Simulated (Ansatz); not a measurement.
**K⁺ ··· BH3O3**

The pair of K⁺ (SMILES [K+], atom 1) and BH3O3 (SMILES OB(O)O, atoms 2–8), both closed shells, in one local arrangement (a lower one may exist), relaxed at PBE0-D4/def2-TZVP:

```
8
angstrom
K 0.1010 0.0505 -2.9621
O 0.4404 -1.0042 -0.4603
B -0.0401 0.0702 0.2588
O -0.4382 1.0995 -0.5634
O -0.1510 0.2033 1.5931
H 0.7376 -1.7623 0.0465
H -0.7762 1.8575 -0.0775
H 0.1267 -0.5146 2.1649
```

Program: Ansatz 0.2.0. Basis: def2-TZVPPD, with def2-QZVPPD for the basis limit. Cores are frozen in the correlated methods. The outer core shell of Li, Na, Mg and K is correlated. The def2 sets are not built for correlating such inner shells, so the correlated values are less sure here. B3LYP uses VWN-RPA correlation. Extrapolation: Hartree–Fock as exp(−7.88 √X), correlation as X^−2.97. Interaction energies count from these two fragments, frozen as in the pair, with the counterpoise correction; negative means bound.

Question: What is the interaction energy by CCSD(T) at an estimated basis limit (MP2 extrapolated from triple and quadruple zeta, plus CCSD(T) − MP2 in triple zeta)? (Judge from chemistry; the value comes from the calculation.)

Answer: Computed: -27.32 kcal/mol. Hartree–Fock alone gives -25.91 kcal/mol at the basis limit. It counts from the two fragments frozen as in the pair.

The same quantity by other methods in triple zeta, and each one's difference from that estimate:
```
   method  E_int (kcal/mol)  difference
   PBE-D4            -26.27        1.06
revPBE-D4            -24.48        2.84
  BLYP-D4            -25.93        1.39
r2SCAN-D4            -26.83        0.49
   B97M-V            -26.88        0.44
  PBE0-D4            -26.92        0.40
 B3LYP-D4            -26.97        0.36
 HSE06-D4            -26.90        0.42
  wB97X-V            -27.20        0.12
  wB97M-V            -27.28        0.04
   B2PLYP            -26.24        1.08
       HF            -25.73        1.60
      MP2            -26.15        1.18
     CCSD            -26.01        1.31
  CCSD(T)            -25.95        1.38
```
Differences are method less estimate.

Question: Which atoms make the shortest contact between the fragments?

Answer: K1 and O4, 2.67 Å apart.

Energy to bend the free fragments (PBE0-D4 minima) into their shapes in the pair, CCSD(T)/def2-TZVPPD: BH3O3 1.17 kcal/mol. This must be added to the interaction energy to get the binding energy from relaxed fragments.

Basis-set superposition shift (counterpoise-corrected less uncorrected): CCSD(T) 1.67; MP2 1.53; HF 0.13; PBE0-D4 0.26; wB97M-V 0.23 kcal/mol.

The T1 diagnostic stays at or below 0.013.

For scale, one of the runs: CCSD(T)/def2-TZVPPD, 244 basis functions, launched by `ansatz run in.yaml --threads 4 --pin off --events-out ev --progress --plain --max-ram 9574MiB`. The run took 36 s on 4 CPU threads of an Intel Xeon 6975P-C (shared host), with 5.6 GiB of host memory at its peak.
